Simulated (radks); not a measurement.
Values are calculated unless marked as measured or tabulated.
Pm XXI, configuration [Kr] 4d5. Code: a radial shooting solver on a logarithmic mesh with Libxc functionals. Model: Dirac Kohn-Sham, PBEsol, spin-unpolarised, spherical densities, finite nucleus; open shells are shared between the two j in proportion to 2j + 1; Fermi nuclear charge, rms radius 4.962 fm.

Spin-orbit splittings of the eigenvalues, e(l+1/2) - e(l-1/2), with zeta = 2 splitting/(2l+1) and mean radii in bohr:

| shell | occ. | splitting (eV) | zeta (eV) | <r> j=l-1/2 | <r> j=l+1/2 |
|---|---|---|---|---|---|
| 2p | 6 | 560.0 | 373.3 | 0.08244 | 0.08895 |
| 3p | 6 | 113.7 | 75.83 | 0.2487 | 0.2610 |
| 3d | 10 | 24.76 | 9.903 | 0.2323 | 0.2361 |
| 4p | 6 | 29.28 | 19.52 | 0.5675 | 0.5889 |
| 4d | 5 | 5.875 | 2.350 | 0.5988 | 0.6051 |
